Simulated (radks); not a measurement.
Effect of the nuclear size on the gadolinium ion Gd40+, [Ar] 3d6. Calculated with a radial shooting solver on a logarithmic mesh with Libxc functionals: Dirac Kohn-Sham, BLYP, spin-unpolarised, spherical densities, finite nucleus; open shells are shared between the two j in proportion to 2j + 1; Fermi nuclear charge, rms radius 5.1569 fm. The rms radius is varied about that value; shifts are against it.

rms radius (fm)  total energy shift (eV)  density at nucleus (e/bohr^3)  1s1/2 shift (meV)  2s1/2 shift (meV)  3s1/2 shift (meV)  3p1/2 shift (meV)  3d5/2 shift (meV)  4s1/2 (empty) shift (meV)  4p1/2 (empty) shift (meV)
4.5948                             -4.32                      6.454e+05              -1790               -233              -54.5              0.319               2.25                      -18.7                     -0.040
4.9403                             -1.71                      6.336e+05               -708              -92.2              -21.6              0.126              0.891                      -7.40                     -0.016
5.1569                                 0                      6.267e+05              0.000              0.000              0.000              0.000              0.000                      0.000                      0.000
5.4302                              2.24                      6.185e+05                925                120               28.2             -0.163              -1.17                       9.67                      0.021
6.1419                              8.46                      5.993e+05               3500                456                107             -0.613              -4.41                       36.6                      0.082

Slopes of the eigenvalues against <r^2> in GHz/fm^2, as finite differences over the two radii next to the reference (eigenvalue slopes, not the field-shift constants of lines): 1s1/2 77700, 2s1/2 10100, 3s1/2 2370, 3p1/2 -13.8, 3d5/2 -97.9, 4s1/2 (empty) 812, 4p1/2 (empty) 1.76.
